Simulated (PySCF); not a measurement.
# What a mistake does to a calculation on B2H5N2 anion

All numbers below are calculated, not measured. They come from PySCF 2.14.0, an open-source quantum chemistry program, on an isolated molecule that a program drew, which may never have been made. The molecule is B2H5N2 anion (charge -1, singlet), drawn as the SMILES string `B=N[BH2-]N`.

Each row is a Hartree-Fock (HF) and frozen-core CCSD(T) single point in the aug-cc-pVDZ basis, meant for a local HF minimum. Run 1 is clean. Each other run has one planted mistake out of seven kinds, and not every kind appears here: one electron removed, one electron added, multiplicity raised by two, geometry at a saddle point, minimal basis STO-3G, one bond length entered in bohr, all coordinates scaled. The reference is restricted for singlets and unrestricted otherwise, and also for a bond in bohr. Adding or removing an electron swaps singlet and doublet. Electrons count all cores. HOMO and LUMO are orbital energies over both spins, the gradient is its largest component, and the lowest frequency (negative if imaginary) is given only where the gradient is small. Bond lengths are over the 8 bonds as drawn. T1 is the CCSD diagnostic: over 0.02 (restricted) or 0.045 (unrestricted) a single reference is doubtful.

Geometry of the clean run:
```xyz
9
B2H5N2 anion, angstrom
B    -1.9716    0.6122   -3.2463
N    -1.7682    0.9826   -2.0943
B    -1.5159    1.4572   -0.6424
N    -2.1016    0.4144    0.3581
H    -2.1650    0.2589   -4.3525
H    -0.2906    1.5642   -0.4351
H    -2.0347    2.5990   -0.5186
H    -3.1044    0.3765    0.2770
H    -1.9195    0.7121    1.3019
```

| run | electrons | basis functions | <S^2> | HOMO (eV) | LUMO (eV) | gradient (hartree/bohr) | lowest frequency (cm^-1) | mean bond (Å) | longest bond (Å) | T1 | HF (hartree) | CCSD(T) (hartree) | mistake |
|---|---|---|---|---|---|---|---|---|---|---|---|---|---|
| 1 | 30 | 137 | 0.000 | -3.84 | 3.33 | 3.7e-05 | 174 | 1.2541 | 1.559 | 0.0151 | -161.23470 | -161.85699 | no fault |
| 2 | 30 | 137 | 2.015 | 0.35 | 2.94 | 6.3e-02 | - | 1.2541 | 1.559 | 0.0406 | -161.14004 | -161.72601 | multiplicity raised by two |
| 3 | 29 | 137 | 0.770 | -9.44 | -0.37 | 6.2e-02 | - | 1.2541 | 1.559 | 0.0580 | -161.15641 | -161.73964 | one electron removed |
| 4 | 30 | 137 | 0.000 | -2.54 | 3.13 | 6.5e-02 | - | 1.3942 | 2.381 | 0.0220 | -161.16217 | -161.78360 | ? |

**Which mistake was planted in run 4, and what did it cost?**

The mean bond changes by a factor of 1.112 and the longest by 1.527, so the molecule wasn't scaled as a whole. A length L in bohr read as angstrom grows by (1/0.5292 - 1) L = 0.890 L. The 8 bonds together grew by 8 x 0.1401 = 1.121 Å, which gives L = 1.260 Å. That is bond B3-H7, 1.260 Å in the clean geometry. So the mistake is: one bond length entered in bohr. Subtracting run 1 and multiplying by 627.51 kcal/mol a hartree, the energy moved by 45.5 kcal/mol in HF and 46.1 kcal/mol in CCSD(T).

Cautions from the logs. Run 2: the HOMO is above zero, so the electron isn't bound and the energy depends on the basis; run 3: T1 is over the limit, so its CCSD(T) energy is less reliable.
